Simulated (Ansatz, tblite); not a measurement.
Forces on the cluster Nb₃S₄⁺ at its B3LYP-D4/def2-SVP geometry. The state is a singlet with charge 1.

In the def2 sets Nb takes a core potential; there is no spin–orbit coupling. The xTB rows come from tblite. The restricted singlet is unstable towards broken spin symmetry at other levels; at PBE-D4/def2-TZVP this wasn't settled. No other spin state of charge 1 was run. The geometry of the singlet was relaxed on an unsound state (restricted singlet, unstable towards broken spin symmetry at other levels and untested here). Another isomer (singlet) lies 2.05 eV lower at PBE0-D4/def2-TZVP; other spin states weren't run for this one.

GFN1-xTB (tblite), largest force 1.36 eV/Å:

```xyz
7
positions Å, forces eV/Å
Nb    1.237    1.094    1.416    0.279    0.189    0.393
Nb    1.606   -0.750   -0.379    1.267   -0.484   -0.061
Nb   -0.953   -0.127   -0.278   -0.235    0.577    0.199
S     0.612    0.252   -2.126   -0.371    0.037   -0.716
S     0.289   -1.036    1.747   -0.305   -0.311    0.396
S    -2.262   -1.671   -1.036   -0.193   -0.055   -0.093
S    -0.528    2.239    0.655   -0.442    0.046   -0.117
```

GFN2-xTB (tblite), largest force 2.93 eV/Å:

```
Nb 1.256 1.891 1.030
Nb 2.446 -1.613 -0.145
Nb -0.870 1.053 0.993
S -0.256 0.689 -2.566
S -0.673 -1.362 1.696
S -1.266 -1.069 -1.043
S -0.636 0.410 0.034
```

PBE-D4/def2-TZVP (Ansatz), largest force 0.81 eV/Å:

```
Nb -0.228 -0.346 -0.130
Nb -0.139 0.151 0.189
Nb 0.551 0.423 0.421
S -0.141 -0.156 0.220
S 0.044 0.322 -0.489
S -0.112 -0.187 -0.137
S 0.024 -0.208 -0.075
```
